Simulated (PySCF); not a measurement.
Species: C6H8F3P.
Numbering: `[CH3:1][CH:2]([CH3:3])[C:4]1=[CH:5][P:6]1[C:7]([F:8])([F:9])[F:10]` (hydrogens: H11, H12, H13 on C1; H14 on C2; H15, H16, H17 on C3; H18 on C5)

The same species was optimised twice, with GFN2-xTB and with PBE0-D3(BJ)/def2-SVP (PySCF), and the same property calculations (PySCF, gas phase) were run on both structures.

| coordinate | GFN2-xTB | PBE0-D3(BJ)/def2-SVP | change |
| --- | --- | --- | --- |
| P6–C7 (Å) | 1.928 | 1.917 | -0.011 |
| C2–C4 (Å) | 1.471 | 1.481 | +0.010 |
| C7–F8 (Å) | 1.345 | 1.338 | -0.007 |
| C7–F10 (Å) | 1.349 | 1.342 | -0.007 |
| C5–P6 (Å) | 1.829 | 1.825 | -0.004 |
| C1–C2 (Å) | 1.529 | 1.525 | -0.004 |
| C4=C5 (Å) | 1.308 | 1.305 | -0.003 |
| C4–P6 (Å) | 1.838 | 1.835 | -0.003 |
| C7–F9 (Å) | 1.339 | 1.337 | -0.002 |
| C2–C3 (Å) | 1.530 | 1.528 | -0.002 |
| C5–P6–C7 (°) | 96.9 | 99.4 | +2.5 |
| C4–P6–C7 (°) | 96.1 | 98.4 | +2.3 |
| P6–C7–F9 (°) | 112.0 | 109.9 | -2.1 |
| C2–C4–P6 (°) | 141.1 | 142.9 | +1.8 |
| C2–C4–C5 (°) | 150.1 | 148.3 | -1.8 |
| C1–C2–C4 (°) | 110.1 | 111.1 | +1.0 |
| C1–C2–C3 (°) | 111.9 | 112.8 | +0.9 |
| C3–C2–C4 (°) | 109.8 | 110.6 | +0.8 |
| C1–C2–C4–C5 (°) | -8 | 0 | +8 |
| C5–P6–C7–F8 (°) | 40 | 47 | +7 |

Rotational constants: A = 2082, B = 668.1, C = 660.0 MHz (GFN2-xTB) against A = 2081, B = 651.7, C = 650.6 MHz (PBE0-D3(BJ)/def2-SVP). Point groups within 0.08 Å: C1 and C1.

On the GFN2-xTB structure: HOMO (eV) -7.29 [PBE0/pcSseg-1]; LUMO (eV) -0.47 [PBE0/pcSseg-1]; dipole (D) 3.27 [PBE0/pcSseg-1]; GIAO shielding of C1/C3 (mean) (ppm) 164.4 [PBE0/pcSseg-1]; GIAO shielding of C2 (ppm) 155.5 [PBE0/pcSseg-1]; GIAO shielding of C4 (ppm) 39.6 [PBE0/pcSseg-1]; GIAO shielding of C5 (ppm) 75.0 [PBE0/pcSseg-1]; GIAO shielding of P6 (ppm) 520.9 [PBE0/pcSseg-1]; GIAO shielding of C7 (ppm) 47.2 [PBE0/pcSseg-1]; GIAO shielding of F8/F9/F10 (mean) (ppm) 250.9 [PBE0/pcSseg-1].

**Question.** What do these properties become on the PBE0-D3(BJ)/def2-SVP structure?

**Answer.** 
```tsv
property	level	on GFN2-xTB	on PBE0-D3(BJ)/def2-SVP	change
HOMO (eV)	PBE0/pcSseg-1	-7.29	-7.22	+0.07
LUMO (eV)	PBE0/pcSseg-1	-0.47	-0.42	+0.05
dipole (D)	PBE0/pcSseg-1	3.27	3.22	-0.05
energy, GFN2-xTB geometry as zero (kcal/mol)	PBE0/pcSseg-1	0.0	-1.0	-1.0
GIAO shielding of C1/C3 (mean) (ppm)	PBE0/pcSseg-1	164.4	163.3	-1.1
GIAO shielding of C2 (ppm)	PBE0/pcSseg-1	155.5	153.7	-1.8
GIAO shielding of C4 (ppm)	PBE0/pcSseg-1	39.6	38.5	-1.1
GIAO shielding of C5 (ppm)	PBE0/pcSseg-1	75.0	73.7	-1.3
GIAO shielding of P6 (ppm)	PBE0/pcSseg-1	520.9	518.4	-2.5
GIAO shielding of C7 (ppm)	PBE0/pcSseg-1	47.2	49.4	+2.2
GIAO shielding of F8/F9/F10 (mean) (ppm)	PBE0/pcSseg-1	250.9	254.5	+3.6
```

The heavy atoms differ by 0.092 Å rms after alignment. Among bonds between heavy atoms C2–C4 and P6–C7 change most and about equally (-0.011 to +0.010 Å). Changes are differences of the printed values. Neither structure is proved a minimum here.

Shape of the structure used: `[CH3:1][CH:2]([CH3:3])[C:4]1=[CH:5][P:6]1[C:7]([F:8])([F:9])[F:10]`: C1–C2–C4–C5 0°, C5–P6–C7–F8 47°.
